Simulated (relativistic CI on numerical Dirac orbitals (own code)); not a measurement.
Radial Dirac CI calculation of Pt4+: levels, rates and radial parameters.

Command:

```sh
python run_levels.py task.json out
```

Input:

```
atom Pt  Z=78  charge=4  electrons=74
nucleus A=195  rms_radius_fm=5.4270
hamiltonian dirac-coulomb  breit=on  qed=on  c_scale=1
orbitals kli  potential=per-configuration
slater_scale 0.85
correlation p86
mixing on
configurations
  [Xe] 4f14 5d6
  [Xe] 4f14 5d5 6s
  [Xe] 4f14 5d5 6p
  [Xe] 4f14 5d5 5f
  [Xe] 4f14 5d4 6s2
  [Xe] 4f14 5d5 5g
  [Xe] 4f14 5d5 7s
  [Xe] 4f14 5d4 6s 6p
  [Xe] 4f14 5d5 6d
  [Xe] 4f14 5d4 5f2
end
```

Hardware: one thread of Neoverse-V2, on a shared host. Rates were computed among at most 500 levels.

Q: How large is the problem, and how long does it take?

A: 3986 determinants at the lowest M give 3986 levels; 96 SCF iterations in all; about 5.5 s of CPU and 0.23 GiB at the peak.
